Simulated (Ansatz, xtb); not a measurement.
Two isomers of C3H4B2F2O2

Structure a is `C=C=C(B(O)O)B(F)F`, a singlet and structure b is `OB(O)CC#CB(F)F`, a singlet. Both are isolated molecules in the gas phase, relaxed with B3LYP/def2-SVP; the shapes shown needn't be the lowest conformers.

a (Å):

```xyz
13

C    -3.6706    0.9859   -1.1542
C    -2.4018    1.0813   -1.4412
C    -1.1133    1.1776   -1.7319
B    -0.2339   -0.1313   -1.9016
B    -0.5221    2.5968   -1.8930
F    -1.2162    3.7135   -1.7642
F     0.7789    2.7527   -2.1832
O    -0.8240   -1.3467   -1.7506
O     1.0969   -0.0740   -2.1948
H    -4.4252    0.9220   -1.9453
H    -4.0141    0.9598   -0.1146
H    -0.1922   -2.0676   -1.8757
H     1.4339    0.8273   -2.2853
```

b (Å):

```yaml
atoms:
  - { symbol: C, position_ang: [-0.2297, 0.8587, 0.2321] }
  - { symbol: C, position_ang: [-1.0123, -0.1817, -0.4067] }
  - { symbol: C, position_ang: [-1.6513, -1.1049, -0.8881] }
  - { symbol: B, position_ang: [0.3923, 0.4146, 1.6424] }
  - { symbol: B, position_ang: [-2.4556, -2.2261, -1.5227] }
  - { symbol: F, position_ang: [-3.7153, -2.0566, -1.8897] }
  - { symbol: F, position_ang: [-1.9287, -3.4236, -1.7285] }
  - { symbol: O, position_ang: [1.0111, 1.3781, 2.3709] }
  - { symbol: O, position_ang: [0.3347, -0.8589, 2.1124] }
  - { symbol: H, position_ang: [1.3709, 1.0359, 3.2009] }
  - { symbol: H, position_ang: [-0.1310, -1.4655, 1.5192] }
  - { symbol: H, position_ang: [0.6168, 1.1479, -0.4189] }
  - { symbol: H, position_ang: [-0.8268, 1.7763, 0.3751] }
```

Q: Which of the two would you expect CCSD(T)/def2-SVP + ΔMP2/def2-TZVPP electronic energies to favour?

A: Too close to call at this level: CCSD(T)/def2-SVP + ΔMP2/def2-TZVPP gives E(b) − E(a) = −1.90 kJ/mol.

How the difference moves with the method:

| level | geometry | E(b) − E(a) (kJ/mol) | departure from the last row (kJ/mol) | job, with rough time for the two |
| --- | --- | --- | --- | --- |
| GFN2-xTB | GFN2-xTB | −17.50 | −15.60 | optimisation, 0.42 s |
| HF/STO-3G | GFN2-xTB | −58.21 | −56.31 | single point, 0.4 s |
| r2SCAN-D4/def2-SVP | GFN2-xTB | +12.41 | +14.31 | single point, 3.7 s |
| B3LYP/def2-SVP | B3LYP/def2-SVP | +6.13 | +8.03 | optimisation, 72 s |
| HF/def2-SVP | B3LYP/def2-SVP | −3.54 | −1.65 | part of the CCSD(T) run |
| MP2/def2-SVP | B3LYP/def2-SVP | −15.12 | −13.22 | part of the CCSD(T) run |
| CCSD(T)/def2-SVP | B3LYP/def2-SVP | −1.07 | +0.83 | single point |
| CCSD(T)/def2-SVP + ΔMP2/def2-TZVPP | B3LYP/def2-SVP | −1.90 |  | single point, 2 min |

As drawn, b has 1 C–C, 1 C≡C in place of 2 C=C.

The largest departure from CCSD(T)/def2-SVP + ΔMP2/def2-TZVPP is that of HF/STO-3G, 56.31 kJ/mol. The last row adds to CCSD(T) the change of the MP2 difference between the two basis sets, here −0.83 kJ/mol.

With thermal terms from frequencies at re-optimised GFN2-xTB minima (ideal gas, soft modes damped towards free rotors, one conformer each, 298.15 K, 1 atm): the zero-point term adds +2.40 kJ/mol; ΔH is +0.99 and ΔG −2.08 kJ/mol.

The correlated steps freeze 9 core orbitals. Programs: Ansatz 0.2.0, xtb 6.7.1; the last row on 4 threads of Arm Neoverse V1 on a shared host.
